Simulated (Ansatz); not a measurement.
**Nudged elastic band run: BFH$_{4}$OSi**

The input (input.yaml):

```yaml
crystal:
  periodic: [false, false, false]
  atoms:
    - { symbol: O, position_ang: [1.724249, 0.487357, -0.910793] }
    - { symbol: B, position_ang: [1.027366, -0.230702, 0.008439] }
    - { symbol: F, position_ang: [1.747606, -1.079142, 0.756299] }
    - { symbol: Si, position_ang: [-0.991754, -0.105007, 0.317581] }
    - { symbol: H, position_ang: [1.153819, 1.084564, -1.426488] }
    - { symbol: H, position_ang: [-1.293836, 0.335497, 1.726703] }
    - { symbol: H, position_ang: [-1.621403, 0.891106, -0.626974] }
    - { symbol: H, position_ang: [-1.653946, -1.440874, 0.099532] }
basis:
  gaussian: { orbitals: def2-SVP }
hamiltonian:
  xc: pbe
  dispersion: d4
neb:
  order_check: false
  images: 5
  f_tol: 0.03
  max_iterations: 60
  final_atoms:
    - { symbol: O, position_ang: [1.30797969, 0.76062619, -1.09028311] }
    - { symbol: B, position_ang: [0.84776287, -0.0749891, -0.12582064] }
    - { symbol: F, position_ang: [1.72395462, -0.87937561, 0.51361096] }
    - { symbol: Si, position_ang: [-1.13075283, -0.11796411, 0.35927573] }
    - { symbol: H, position_ang: [2.2760667, 0.6755558, -1.21295159] }
    - { symbol: H, position_ang: [-1.31908353, 0.27760923, 1.80195211] }
    - { symbol: H, position_ang: [-1.93665885, 0.81526511, -0.50223809] }
    - { symbol: H, position_ang: [-1.67716766, -1.51392851, 0.20075363] }
  initial_path:
    images:
      - { positions_ang: [[1.724249, 0.487357, -0.910793], [1.027366, -0.230702, 0.008439], [1.747606, -1.079142, 0.756299], [-0.991754, -0.105007, 0.317581], [1.153819, 1.084564, -1.426488], [-1.293836, 0.335497, 1.726703], [-1.621403, 0.891106, -0.626974], [-1.653946, -1.440874, 0.099532]] }
      - { positions_ang: [[1.7285651, 0.56317163, -0.82218364], [0.98841137, -0.27358879, -0.03761948], [1.67227293, -1.26127376, 0.54141496], [-0.96109725, -0.11125842, 0.29376209], [1.13770617, 1.23095726, -1.17636179], [-1.24435869, 0.54155742, 1.56608098], [-1.6327742, 0.67196699, -0.74468294], [-1.59662443, -1.41873334, 0.32388883]] }
      - { positions_ang: [[1.73288121, 0.63898625, -0.73357429], [0.94945674, -0.31647558, -0.08367797], [1.59693986, -1.44340552, 0.32653092], [-0.9304405, -0.11750984, 0.26994317], [1.12159334, 1.37735053, -0.92623558], [-1.19488138, 0.74761785, 1.40545896], [-1.64414539, 0.45282799, -0.86239188], [-1.53930287, -1.39659268, 0.54824566]] }
      - { positions_ang: [[1.73719731, 0.71480088, -0.64496493], [0.91050211, -0.35936237, -0.12973645], [1.52160679, -1.62553728, 0.11164688], [-0.89978376, -0.12376126, 0.24612426], [1.10548051, 1.52374379, -0.67610937], [-1.14540407, 0.95367827, 1.24483694], [-1.65551659, 0.23368898, -0.98010083], [-1.4819813, -1.37445203, 0.77260249]] }
      - { positions_ang: [[1.59412477, 0.73007598, -0.79340432], [0.88958903, -0.26457128, -0.12843118], [1.58905606, -1.37681672, 0.2456349], [-0.97677345, -0.12182887, 0.28384142], [1.49567591, 1.24101446, -0.85505677], [-1.20329723, 0.72832193, 1.430542], [-1.74923068, 0.42754769, -0.82081325], [-1.54704342, -1.42094419, 0.58198621]] }
      - { positions_ang: [[1.45105223, 0.74535109, -0.94184372], [0.86867595, -0.16978019, -0.12712591], [1.65650534, -1.12809617, 0.37962293], [-1.05376314, -0.11989649, 0.32155858], [1.88587131, 0.95828513, -1.03400418], [-1.26119038, 0.50296558, 1.61624705], [-1.84294476, 0.6214064, -0.66152567], [-1.61210554, -1.46743635, 0.39136992]] }
      - { positions_ang: [[1.30797969, 0.76062619, -1.09028311], [0.84776287, -0.0749891, -0.12582064], [1.72395462, -0.87937561, 0.51361096], [-1.13075283, -0.11796411, 0.35927573], [2.2760667, 0.6755558, -1.21295159], [-1.31908353, 0.27760923, 1.80195211], [-1.93665885, 0.81526511, -0.50223809], [-1.67716766, -1.51392851, 0.20075363]] }
```

Run as:

```bash
$ ansatz run input.yaml --threads 1 --pin off --max-ram 2048MiB --backend cpu --events-out ev --progress --plain --runs-dir out
```

Output, in part (warnings, iteration lines, the closing report on the highest movable image, with atoms numbered from 0):

```
NEB end point (image 0): max|allowed force component| = 1.317e-2 eV/Å (the criterion of neb.relax_end_points is 1.000e-2)
NEB end point (image 6): max|allowed force component| = 3.507e-3 eV/Å (the criterion of neb.relax_end_points is 1.000e-2)
NEB iter   1: max|band force component| = 1.473e2 eV/Å  barrier→ = 23.4773 eV  barrier← = 23.5083 eV  Δτ_max = 0.2000 Å  (174 SCF iters)
NEB iter   2: max|band force component| = 8.778e1 eV/Å  barrier→ = 11.6049 eV  barrier← = 11.6359 eV  Δτ_max = 0.1970 Å  (144 SCF iters)
NEB iter   3: max|band force component| = 3.426e1 eV/Å  barrier→ = 4.8549 eV  barrier← = 4.8858 eV  Δτ_max = 0.2000 Å  (147 SCF iters)
NEB iter   4: max|band force component| = 1.367e1 eV/Å  barrier→ = 1.8379 eV  barrier← = 1.8688 eV  Δτ_max = 0.1966 Å  (151 SCF iters)
NEB iter   5: max|band force component| = 4.853e0 eV/Å  barrier→ = 0.8546 eV  barrier← = 0.8856 eV  Δτ_max = 0.1946 Å  (153 SCF iters)
NEB iter   6: max|band force component| = 2.297e0 eV/Å  barrier→ = 0.7774 eV  barrier← = 0.8084 eV  Δτ_max = 0.1976 Å  (146 SCF iters)
NEB iter   7: max|band force component| = 2.654e0 eV/Å  barrier→ = 1.0200 eV  barrier← = 1.0509 eV  Δτ_max = 0.0991 Å  (139 SCF iters)
NEB iter   8: max|band force component| = 3.074e0 eV/Å  barrier→ = 0.8715 eV  barrier← = 0.9024 eV  Δτ_max = 0.0509 Å  (139 SCF iters)
NEB iter   9: max|band force component| = 2.494e0 eV/Å  barrier→ = 0.7416 eV  barrier← = 0.7726 eV  Δτ_max = 0.0500 Å  (135 SCF iters)
NEB iter  10: max|band force component| = 1.487e0 eV/Å  barrier→ = 0.6145 eV  barrier← = 0.6454 eV  Δτ_max = 0.0992 Å  (136 SCF iters)
NEB iter  11: max|band force component| = 6.532e-1 eV/Å  barrier→ = 0.4854 eV  barrier← = 0.5164 eV  Δτ_max = 0.2000 Å  (134 SCF iters)
NEB iter  12: max|band force component| = 1.320e0 eV/Å  barrier→ = 0.5886 eV  barrier← = 0.6196 eV  Δτ_max = 0.0998 Å  (151 SCF iters)
NEB iter  13: max|band force component| = 7.528e-1 eV/Å  barrier→ = 0.5333 eV  barrier← = 0.5643 eV  Δτ_max = 0.0672 Å  (147 SCF iters)
NEB iter  14: max|band force component| = 5.236e-1 eV/Å  barrier→ = 0.5101 eV  barrier← = 0.5410 eV  Δτ_max = 0.0981 Å  (130 SCF iters)
NEB iter  15: max|band force component| = 4.972e-1 eV/Å  barrier→ = 0.4691 eV  barrier← = 0.5001 eV  CI = image 3  Δτ_max = 0.1648 Å  (130 SCF iters)
NEB iter  16: max|band force component| = 4.846e-1 eV/Å  barrier→ = 0.5228 eV  barrier← = 0.5537 eV  CI = image 3  Δτ_max = 0.0661 Å  (139 SCF iters)
NEB iter  17: max|band force component| = 4.752e-1 eV/Å  barrier→ = 0.5138 eV  barrier← = 0.5448 eV  CI = image 3  Δτ_max = 0.0390 Å  (135 SCF iters)
NEB iter  18: max|band force component| = 2.662e-1 eV/Å  barrier→ = 0.4997 eV  barrier← = 0.5306 eV  CI = image 3  Δτ_max = 0.0713 Å  (137 SCF iters)
NEB iter  19: max|band force component| = 4.245e-1 eV/Å  barrier→ = 0.4912 eV  barrier← = 0.5222 eV  CI = image 3  Δτ_max = 0.0365 Å  (137 SCF iters)
NEB iter  20: max|band force component| = 2.599e-1 eV/Å  barrier→ = 0.4774 eV  barrier← = 0.5084 eV  CI = image 3  Δτ_max = 0.0268 Å  (126 SCF iters)
NEB iter  21: max|band force component| = 1.368e-1 eV/Å  barrier→ = 0.4714 eV  barrier← = 0.5024 eV  CI = image 3  Δτ_max = 0.0189 Å  (130 SCF iters)
NEB iter  22: max|band force component| = 9.169e-2 eV/Å  barrier→ = 0.4691 eV  barrier← = 0.5000 eV  CI = image 3  Δτ_max = 0.0130 Å  (128 SCF iters)
NEB iter  23: max|band force component| = 5.492e-2 eV/Å  barrier→ = 0.4680 eV  barrier← = 0.4990 eV  CI = image 3  Δτ_max = 0.0108 Å  (121 SCF iters)
NEB iter  24: max|band force component| = 2.591e-2 eV/Å  barrier→ = 0.4677 eV  barrier← = 0.4987 eV  CI = image 3  Δτ_max = 0.0000 Å  (250 SCF iters)
Total energy: -13368.43251847 eV, -491.2808336047 hartree
Atom 0 at     1.523483     0.481218    -1.118324 Å, force     0.008205    -0.000334    -0.025422 eV/Å
Atom 1 at     0.923055    -0.215339    -0.114154 Å, force    -0.004091     0.002889     0.011730 eV/Å
Atom 2 at     1.682512    -1.029658     0.641005 Å, force     0.000673    -0.002958     0.001048 eV/Å
Atom 3 at    -1.086399    -0.179710     0.286174 Å, force     0.009501    -0.000585    -0.007107 eV/Å
Atom 4 at     1.877493     1.374047    -0.997117 Å, force    -0.003874     0.000543     0.012062 eV/Å
Atom 5 at    -1.321093     0.536803     1.594620 Å, force    -0.004788     0.000079     0.000853 eV/Å
Atom 6 at    -1.861508     0.546716    -0.780982 Å, force    -0.002216    -0.002559     0.004297 eV/Å
Atom 7 at    -1.645442    -1.571280     0.433077 Å, force    -0.003411     0.002925     0.002539 eV/Å
Dipole moment:     0.143980     0.393937    -0.047229 e Å
```

The run converged. A vibrational analysis at the climbing image gives one clearly imaginary mode, 665i cm⁻¹, and a faint second one (32i cm⁻¹) that may be numerical noise or a soft torsion: probably a first-order saddle point.

Final band (atoms are numbered from 1 in the order of the input):

```tsv
image	path coordinate (Å)	energy (kcal/mol)	dihedral H5–O1–B2–Si4 (°)
0	0.00	0.0	0
1	0.50	0.1	-1
2	1.00	3.8	32
3	1.50	10.8	91
4	1.94	4.6	138
5	2.38	-0.5	173
6	2.81	-0.7	180
```

The run took 4 min on 1 thread of Arm Neoverse V1, on a shared host, peak memory 0.25 GiB.
